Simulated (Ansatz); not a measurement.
**Molecular dynamics of FH₃S₂Si**

The input (input.yaml):

```yaml
crystal:
  periodic: [false, false, false]
  atoms:
    - { symbol: F, position_ang: [-1.178754, -1.355575, 0.638328] }
    - { symbol: Si, position_ang: [-0.25508, -0.496794, -0.454631] }
    - { symbol: S, position_ang: [1.3536, 0.469395, 1.16967] }
    - { symbol: S, position_ang: [-1.207647, 1.413576, -0.862429] }
    - { symbol: H, position_ang: [1.375284, -0.50388, -0.225346] }
    - { symbol: H, position_ang: [1.404055, -0.705051, 1.863832] }
    - { symbol: H, position_ang: [-1.430259, 1.110427, -2.175024] }
basis:
  gaussian: { orbitals: def2-SVPD }
hamiltonian:
  xc: pbe
md:
  timestep: 0.5
  n_steps: 200
  ensemble: nve
  temperature: 300.0
  initial_velocities: maxwell_boltzmann
  seed: 3255
```

Run as:

```bash
$ ansatz run input.yaml --threads 2 --pin off --max-ram 3072MiB --backend cpu --events-out ev --progress --plain --runs-dir out
```

It starts at the highest image of a converged band, a first-order saddle point between two minima.

Output, in part (one step line in 3, the closing report, with atoms numbered from 0):

```
md step     0: t =     0.00 fs  T =   300.0 K  F+E_penalty+E_count = -32288.22347094 eV  E_kin = 0.193890 eV  conserved = -32288.02958095 eV  (29 SCF iters)
md step     3: t =     1.50 fs  T =   270.0 K  F+E_penalty+E_count = -32288.20383176 eV  E_kin = 0.174516 eV  conserved = -32288.02931581 eV  (32 SCF iters)
md step     6: t =     3.00 fs  T =   224.2 K  F+E_penalty+E_count = -32288.17395822 eV  E_kin = 0.144922 eV  conserved = -32288.02903640 eV  (31 SCF iters)
md step     9: t =     4.50 fs  T =   217.4 K  F+E_penalty+E_count = -32288.16959930 eV  E_kin = 0.140495 eV  conserved = -32288.02910434 eV  (33 SCF iters)
md step    12: t =     6.00 fs  T =   236.4 K  F+E_penalty+E_count = -32288.18222949 eV  E_kin = 0.152811 eV  conserved = -32288.02941846 eV  (32 SCF iters)
md step    15: t =     7.50 fs  T =   222.8 K  F+E_penalty+E_count = -32288.17350376 eV  E_kin = 0.144025 eV  conserved = -32288.02947866 eV  (32 SCF iters)
md step    18: t =     9.00 fs  T =   171.1 K  F+E_penalty+E_count = -32288.13968686 eV  E_kin = 0.110613 eV  conserved = -32288.02907421 eV  (29 SCF iters)
md step    21: t =    10.50 fs  T =   154.0 K  F+E_penalty+E_count = -32288.12857451 eV  E_kin = 0.099534 eV  conserved = -32288.02904028 eV  (32 SCF iters)
md step    24: t =    12.00 fs  T =   177.3 K  F+E_penalty+E_count = -32288.14403269 eV  E_kin = 0.114573 eV  conserved = -32288.02945986 eV  (32 SCF iters)
md step    27: t =    13.50 fs  T =   167.7 K  F+E_penalty+E_count = -32288.13779612 eV  E_kin = 0.108372 eV  conserved = -32288.02942462 eV  (32 SCF iters)
md step    30: t =    15.00 fs  T =   127.3 K  F+E_penalty+E_count = -32288.11134845 eV  E_kin = 0.082295 eV  conserved = -32288.02905388 eV  (32 SCF iters)
md step    33: t =    16.50 fs  T =   125.8 K  F+E_penalty+E_count = -32288.11022092 eV  E_kin = 0.081311 eV  conserved = -32288.02891012 eV  (32 SCF iters)
md step    36: t =    18.00 fs  T =   192.0 K  F+E_penalty+E_count = -32288.15325704 eV  E_kin = 0.124108 eV  conserved = -32288.02914876 eV  (30 SCF iters)
md step    39: t =    19.50 fs  T =   279.9 K  F+E_penalty+E_count = -32288.21035045 eV  E_kin = 0.180917 eV  conserved = -32288.02943309 eV  (31 SCF iters)
md step    42: t =    21.00 fs  T =   340.3 K  F+E_penalty+E_count = -32288.24916914 eV  E_kin = 0.219956 eV  conserved = -32288.02921300 eV  (30 SCF iters)
md step    45: t =    22.50 fs  T =   421.0 K  F+E_penalty+E_count = -32288.30084758 eV  E_kin = 0.272105 eV  conserved = -32288.02874303 eV  (30 SCF iters)
md step    48: t =    24.00 fs  T =   609.1 K  F+E_penalty+E_count = -32288.42254219 eV  E_kin = 0.393647 eV  conserved = -32288.02889555 eV  (30 SCF iters)
md step    51: t =    25.50 fs  T =   886.0 K  F+E_penalty+E_count = -32288.60182089 eV  E_kin = 0.572654 eV  conserved = -32288.02916692 eV  (30 SCF iters)
md step    54: t =    27.00 fs  T =  1206.6 K  F+E_penalty+E_count = -32288.80887352 eV  E_kin = 0.779856 eV  conserved = -32288.02901737 eV  (31 SCF iters)
md step    57: t =    28.50 fs  T =  1598.7 K  F+E_penalty+E_count = -32289.06218537 eV  E_kin = 1.033232 eV  conserved = -32288.02895304 eV  (29 SCF iters)
md step    60: t =    30.00 fs  T =  2079.9 K  F+E_penalty+E_count = -32289.37367864 eV  E_kin = 1.344223 eV  conserved = -32288.02945539 eV  (30 SCF iters)
md step    63: t =    31.50 fs  T =  2563.9 K  F+E_penalty+E_count = -32289.68745154 eV  E_kin = 1.657060 eV  conserved = -32288.03039170 eV  (30 SCF iters)
md step    66: t =    33.00 fs  T =  2889.7 K  F+E_penalty+E_count = -32289.89861840 eV  E_kin = 1.867625 eV  conserved = -32288.03099332 eV  (29 SCF iters)
md step    69: t =    34.50 fs  T =  2969.8 K  F+E_penalty+E_count = -32289.95007713 eV  E_kin = 1.919412 eV  conserved = -32288.03066557 eV  (30 SCF iters)
md step    72: t =    36.00 fs  T =  2883.5 K  F+E_penalty+E_count = -32289.89381774 eV  E_kin = 1.863617 eV  conserved = -32288.03020047 eV  (30 SCF iters)
md step    75: t =    37.50 fs  T =  2728.3 K  F+E_penalty+E_count = -32289.79357602 eV  E_kin = 1.763271 eV  conserved = -32288.03030454 eV  (30 SCF iters)
md step    78: t =    39.00 fs  T =  2500.6 K  F+E_penalty+E_count = -32289.64632174 eV  E_kin = 1.616116 eV  conserved = -32288.03020557 eV  (30 SCF iters)
md step    81: t =    40.50 fs  T =  2219.4 K  F+E_penalty+E_count = -32289.46417022 eV  E_kin = 1.434379 eV  conserved = -32288.02979081 eV  (30 SCF iters)
md step    84: t =    42.00 fs  T =  1959.0 K  F+E_penalty+E_count = -32289.29571284 eV  E_kin = 1.266081 eV  conserved = -32288.02963227 eV  (30 SCF iters)
md step    87: t =    43.50 fs  T =  1744.8 K  F+E_penalty+E_count = -32289.15763614 eV  E_kin = 1.127654 eV  conserved = -32288.02998211 eV  (30 SCF iters)
md step    90: t =    45.00 fs  T =  1500.8 K  F+E_penalty+E_count = -32289.00046304 eV  E_kin = 0.969940 eV  conserved = -32288.03052329 eV  (30 SCF iters)
md step    93: t =    46.50 fs  T =  1127.6 K  F+E_penalty+E_count = -32288.75901005 eV  E_kin = 0.728783 eV  conserved = -32288.03022734 eV  (30 SCF iters)
md step    96: t =    48.00 fs  T =   710.0 K  F+E_penalty+E_count = -32288.48746564 eV  E_kin = 0.458878 eV  conserved = -32288.02858793 eV  (30 SCF iters)
md step    99: t =    49.50 fs  T =   563.6 K  F+E_penalty+E_count = -32288.39224098 eV  E_kin = 0.364228 eV  conserved = -32288.02801327 eV  (30 SCF iters)
md step   102: t =    51.00 fs  T =   789.3 K  F+E_penalty+E_count = -32288.53977215 eV  E_kin = 0.510113 eV  conserved = -32288.02965900 eV  (30 SCF iters)
md step   105: t =    52.50 fs  T =  1095.5 K  F+E_penalty+E_count = -32288.73852072 eV  E_kin = 0.708039 eV  conserved = -32288.03048128 eV  (30 SCF iters)
md step   108: t =    54.00 fs  T =  1306.4 K  F+E_penalty+E_count = -32288.87428712 eV  E_kin = 0.844329 eV  conserved = -32288.02995799 eV  (30 SCF iters)
md step   111: t =    55.50 fs  T =  1505.0 K  F+E_penalty+E_count = -32289.00225631 eV  E_kin = 0.972694 eV  conserved = -32288.02956272 eV  (29 SCF iters)
md step   114: t =    57.00 fs  T =  1773.0 K  F+E_penalty+E_count = -32289.17566537 eV  E_kin = 1.145862 eV  conserved = -32288.02980382 eV  (29 SCF iters)
md step   117: t =    58.50 fs  T =  2075.2 K  F+E_penalty+E_count = -32289.37137233 eV  E_kin = 1.341226 eV  conserved = -32288.03014613 eV  (29 SCF iters)
md step   120: t =    60.00 fs  T =  2358.7 K  F+E_penalty+E_count = -32289.55441138 eV  E_kin = 1.524417 eV  conserved = -32288.02999476 eV  (29 SCF iters)
md step   123: t =    61.50 fs  T =  2647.6 K  F+E_penalty+E_count = -32289.74124968 eV  E_kin = 1.711163 eV  conserved = -32288.03008625 eV  (29 SCF iters)
md step   126: t =    63.00 fs  T =  2912.7 K  F+E_penalty+E_count = -32289.91334751 eV  E_kin = 1.882484 eV  conserved = -32288.03086344 eV  (30 SCF iters)
md step   129: t =    64.50 fs  T =  3003.1 K  F+E_penalty+E_count = -32289.97205486 eV  E_kin = 1.940915 eV  conserved = -32288.03114023 eV  (30 SCF iters)
md step   132: t =    66.00 fs  T =  2846.5 K  F+E_penalty+E_count = -32289.87034011 eV  E_kin = 1.839717 eV  conserved = -32288.03062334 eV  (29 SCF iters)
md step   135: t =    67.50 fs  T =  2522.3 K  F+E_penalty+E_count = -32289.66006336 eV  E_kin = 1.630146 eV  conserved = -32288.02991703 eV  (30 SCF iters)
md step   138: t =    69.00 fs  T =  2152.9 K  F+E_penalty+E_count = -32289.42098769 eV  E_kin = 1.391450 eV  conserved = -32288.02953752 eV  (30 SCF iters)
md step   141: t =    70.50 fs  T =  1802.3 K  F+E_penalty+E_count = -32289.19434620 eV  E_kin = 1.164818 eV  conserved = -32288.02952791 eV  (30 SCF iters)
md step   144: t =    72.00 fs  T =  1470.5 K  F+E_penalty+E_count = -32288.97980936 eV  E_kin = 0.950405 eV  conserved = -32288.02940397 eV  (30 SCF iters)
md step   147: t =    73.50 fs  T =  1183.6 K  F+E_penalty+E_count = -32288.79390968 eV  E_kin = 0.764952 eV  conserved = -32288.02895745 eV  (30 SCF iters)
md step   150: t =    75.00 fs  T =  1017.5 K  F+E_penalty+E_count = -32288.68653892 eV  E_kin = 0.657578 eV  conserved = -32288.02896062 eV  (30 SCF iters)
md step   153: t =    76.50 fs  T =   973.5 K  F+E_penalty+E_count = -32288.65849653 eV  E_kin = 0.629171 eV  conserved = -32288.02932555 eV  (30 SCF iters)
md step   156: t =    78.00 fs  T =   995.0 K  F+E_penalty+E_count = -32288.67230140 eV  E_kin = 0.643079 eV  conserved = -32288.02922231 eV  (30 SCF iters)
md step   159: t =    79.50 fs  T =  1103.4 K  F+E_penalty+E_count = -32288.74201172 eV  E_kin = 0.713098 eV  conserved = -32288.02891329 eV  (30 SCF iters)
md step   162: t =    81.00 fs  T =  1356.6 K  F+E_penalty+E_count = -32288.90584298 eV  E_kin = 0.876767 eV  conserved = -32288.02907642 eV  (29 SCF iters)
md step   165: t =    82.50 fs  T =  1720.9 K  F+E_penalty+E_count = -32289.14207475 eV  E_kin = 1.112204 eV  conserved = -32288.02987069 eV  (29 SCF iters)
md step   168: t =    84.00 fs  T =  2045.8 K  F+E_penalty+E_count = -32289.35287232 eV  E_kin = 1.322212 eV  conserved = -32288.03066009 eV  (30 SCF iters)
md step   171: t =    85.50 fs  T =  2193.9 K  F+E_penalty+E_count = -32289.44852132 eV  E_kin = 1.417934 eV  conserved = -32288.03058729 eV  (30 SCF iters)
md step   174: t =    87.00 fs  T =  2196.5 K  F+E_penalty+E_count = -32289.44947999 eV  E_kin = 1.419610 eV  conserved = -32288.02986991 eV  (30 SCF iters)
md step   177: t =    88.50 fs  T =  2193.2 K  F+E_penalty+E_count = -32289.44733300 eV  E_kin = 1.417473 eV  conserved = -32288.02985957 eV  (28 SCF iters)
md step   180: t =    90.00 fs  T =  2200.7 K  F+E_penalty+E_count = -32289.45252960 eV  E_kin = 1.422302 eV  conserved = -32288.03022805 eV  (30 SCF iters)
md step   183: t =    91.50 fs  T =  2159.3 K  F+E_penalty+E_count = -32289.42559787 eV  E_kin = 1.395525 eV  conserved = -32288.03007249 eV  (30 SCF iters)
md step   186: t =    93.00 fs  T =  2092.9 K  F+E_penalty+E_count = -32289.38242129 eV  E_kin = 1.352618 eV  conserved = -32288.02980337 eV  (29 SCF iters)
md step   189: t =    94.50 fs  T =  2050.0 K  F+E_penalty+E_count = -32289.35479353 eV  E_kin = 1.324899 eV  conserved = -32288.02989492 eV  (29 SCF iters)
md step   192: t =    96.00 fs  T =  2005.4 K  F+E_penalty+E_count = -32289.32637800 eV  E_kin = 1.296075 eV  conserved = -32288.03030303 eV  (30 SCF iters)
md step   195: t =    97.50 fs  T =  1866.2 K  F+E_penalty+E_count = -32289.23662734 eV  E_kin = 1.206129 eV  conserved = -32288.03049813 eV  (30 SCF iters)
md step   198: t =    99.00 fs  T =  1584.4 K  F+E_penalty+E_count = -32289.05380705 eV  E_kin = 1.023974 eV  conserved = -32288.02983326 eV  (30 SCF iters)
md step   200: t =   100.00 fs  T =  1368.6 K  F+E_penalty+E_count = -32288.91362915 eV  E_kin = 0.884498 eV  conserved = -32288.02913161 eV  (29 SCF iters)
Total energy: -32288.91368639 eV, -1186.5956917632 hartree
Atom 0 at    -1.132956    -1.533881     0.588189 Å, force    -0.031417    -0.319223     0.562901 eV/Å
Atom 1 at    -0.224930    -0.482131    -0.275841 Å, force    -0.337361     2.927843     0.999491 eV/Å
Atom 2 at     1.306861     0.516945     1.148117 Å, force    -1.080667    -1.022670    -1.622243 eV/Å
Atom 3 at    -1.133694     1.469754    -0.935937 Å, force     0.460742     0.764300     1.322516 eV/Å
Atom 4 at    -0.650406    -0.701556    -1.639812 Å, force     1.116208    -1.638452    -1.149700 eV/Å
Atom 5 at     1.598094    -0.685034     1.692302 Å, force     0.229080    -0.280107     0.271015 eV/Å
Atom 6 at    -2.167384     0.941053    -1.602008 Å, force    -0.356586    -0.431691    -0.383980 eV/Å
Dipole moment:     0.233690    -0.325250    -0.071601 e Å
```

All steps were run. The conserved energy stayed within 0.24 meV per atom of its start (net change 0.064 meV per atom), so the integration is sound. The system heated up, since it started high on the potential surface and ran downhill. A run of 0.1 ps of so small a system gives no equilibrium averages. The orbitals stay closed-shell, which can raise the energy where a bond breaks towards radicals; this wasn't checked here.

The step under study would form S3–H5 and break Si2–H5. These pairs go: S3–H5 1.70 → 3.62 Å, Si2–H5 1.65 → 1.45 Å. In the last frame they stand as before the step (other bonds may differ from the relaxed reactants and products). It ends as one piece, FH3S2Si. Pairs count as bonded within 1.25 times the sum of covalent radii (0.12 Å more for H–H).

Last frame:

```xyz
7
Properties=species:S:1:pos:R:3
F -1.133 -1.534 0.588
Si -0.225 -0.482 -0.276
S 1.307 0.517 1.148
S -1.134 1.470 -0.936
H -0.650 -0.702 -1.640
H 1.598 -0.685 1.692
H -2.167 0.941 -1.602
```

The run took 7.4 min on 2 threads of Arm Neoverse V1, with other jobs on the host, peak memory 0.16 GiB.
